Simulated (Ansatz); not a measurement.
Cost and result up the ladder for MoBr₄ (5 atoms). Charge 0, multiplicity 3. Geometry: PBE-D4/def2-SVP.

```xyz
5

Mo    0.000    0.000    0.000
Br    1.731    1.046    1.281
Br    0.673   -0.130   -2.294
Br   -2.009    1.291    0.170
Br   -0.395   -2.206    0.843
```

Ansatz on 4 threads of Arm Neoverse V1 on a shared host. Times are rough, and most runs start from the orbitals of an earlier one. PBE0-D4/def2-TZVP serves as the yardstick here, not as an exact answer. Differences are given only for rows in sets of like size (and for xTB, whose basis is part of the method), since another set adds its own error. Binding counts from free atoms at the same level (Mo septet, Br doublet; other spins of the atoms weren't run), without zero-point energy or a counterpoise term.

In the def2 sets Mo takes a core potential; there is no spin–orbit coupling. Correlated methods freeze 36 core orbitals; core or outer-core shells of Mo, Br are correlated, in sets that lack core-valence functions.

Correlated methods converge slowly with the basis.

```
              level  functions  wall time
    PBE-D4/def2-SVP        159      4.6 s
   PBE-D4/def2-TZVP        232      8.5 s
   PBE0-D4/def2-SVP        159        9 s
  RPA@PBE/def2-TZVP        232       16 s
  PBE0-D4/def2-TZVP        232       17 s
r2SCAN-D4/def2-TZVP        232       18 s
 BHLYP-D4/def2-TZVP        232       19 s
      MP2/def2-TZVP        232       22 s
```

Question: Estimate what each level gives for the binding energy per atom (eV).

Answer: 
```tsv
level	binding energy per atom (eV)	difference from PBE0-D4/def2-TZVP (eV)
PBE-D4/def2-SVP	2.91	–
PBE-D4/def2-TZVP	2.89	0.22
PBE0-D4/def2-SVP	2.67	–
RPA@PBE/def2-TZVP	2.34	-0.33
PBE0-D4/def2-TZVP	2.67	0.00
r2SCAN-D4/def2-TZVP	2.75	0.08
BHLYP-D4/def2-TZVP	2.50	-0.18
MP2/def2-TZVP	2.71	0.04
```
